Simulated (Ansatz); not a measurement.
Species: sum formula SiBrF$_{2}$ (charge -1, singlet). 
Structure (B3LYP-D3(BJ)/def2-TZVP (Ansatz, a quantum-chemistry and plane-wave program) minimum search):
```xyz
4

Si    -0.6402     0.7786     0.8391
Br     0.7930    -0.9780    -0.3155
F     -0.0741     2.0779    -0.0244
F     -2.0140     0.5144    -0.0539
```
Charge -1, spin multiplicity 1.

Basis-set convergence of Hartree-Fock and CCSD correlation energies (hartree) with Ansatz. Cores are frozen in the correlated levels unless marked. Spin-orbit coupling is left out. The frozen core is the preceding noble-gas configuration, with the filled d and f shells of earlier blocks. Non-relativistic. This anion needs diffuse functions, which these sets lack.

```tsv
basis	functions	E(HF)	E(corr, CCSD)
def2-SVP	78	-3059.84386	-0.59821
def2-TZVPP	152	[?]	[?]
```

Question: Complete the blanks.

Answer: 
- def2-TZVPP, E(HF): -3060.53183
- def2-TZVPP, E(corr, CCSD): -0.79827
